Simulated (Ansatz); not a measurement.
**Correcting a cheap level on O-containing molecules**

The atomisation enthalpy at 298 K in kJ/mol of 6 O-containing molecules: x at r2SCAN0/def2-TZVPP, y from tabulated heats of molecules and atoms (Active Thermochemical Tables, NIST-JANAF tables). Shapes, held fixed at every level: PBE0-D4/def2-TZVP. Flexible molecules stand in one conformer, not always the lowest. Computed values hold a harmonic thermal term (B3LYP-D4/def2-TZVP, PBE0-D4/def2-TZVP) and the atoms' spin-orbit lowering. Programs: Ansatz 0.2.0.

| molecule | x (kJ/mol) | y (kJ/mol) |
| --- | --- | --- |
| O3 (ozone) | 471 | 606 |
| HOI (hypoiodous acid) | 576 | 635 |
| NOF (nitrosyl fluoride) | 793 | 867 |
| SO2 (sulfur dioxide) | 980 | 1072 |
| H2O2 (hydrogen peroxide) | 999 | ? |
| B(OH)O (oxoborinic acid) | 1779 | 1847 |

Problem. Fit y = c + s·x to the known rows and predict y for H2O2.

Solution. 
1. Means of the 5 rows: x = 919.80, y = 1005.4.
2. Σ(Δx)² = 1077547, Σ(Δx·Δy) = 1051255, so the slope is 1051255/1077547 = 0.9756.
3. Intercept: 1005.4 − (0.9756) × 919.80 = 108.0. The largest residual of the fit is 38.
4. H2O2: 108.0 + 0.9756 × 999 = 1083 kJ/mol.

The tabulated heats give 1070 kJ/mol, so the prediction is off by +13 kJ/mol, within the largest residual. Uncorrected, r2SCAN0/def2-TZVPP misses H2O2 by -71 kJ/mol, and the other rows by 86 on average. With references in doubt, neither the misses nor the line can be laid on the level alone. B(OH)O lies far out in x and weighs most in the slope. Left out in turn, the other rows are missed by 34 kJ/mol on average, so much of the error is systematic among these molecules. The molecules' own spin-orbit lowering is left out, so errors for iodides read a little too negative. The tabulated values of NOF, B(OH)O are in doubt (older tables, estimates, or at odds with other calculations) and kept here. For atoms past krypton def2 sets carry core potentials with scalar relativity.
